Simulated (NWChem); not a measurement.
**HSi (+1) in NWChem**

```xyz
2

Si     0.0000     0.0000     0.1028
H      0.0000     0.0000    -1.4391
```
Charge +1, spin multiplicity 1.

Program: NWChem. All single points use one geometry, from PBE/def2-SVP, a minimum by its harmonic frequencies.

Symmetry labels belong to the abelian group C2v used in the runs, with the axes of the coordinates shown; states degenerate in a higher group split over its labels.

The structure started from a generated list of species.

**Question.** List the lowest 3 singlet excitations that CIS/def2-SVPD gives, with oscillator strengths.

**Answer.** 
```tsv
state	symmetry	energy (eV)	wavelength (nm)	f
1	b1	3.55	349	0.033
2	b2	3.55	349	0.033
3	a1	10.02	124	0.835
```
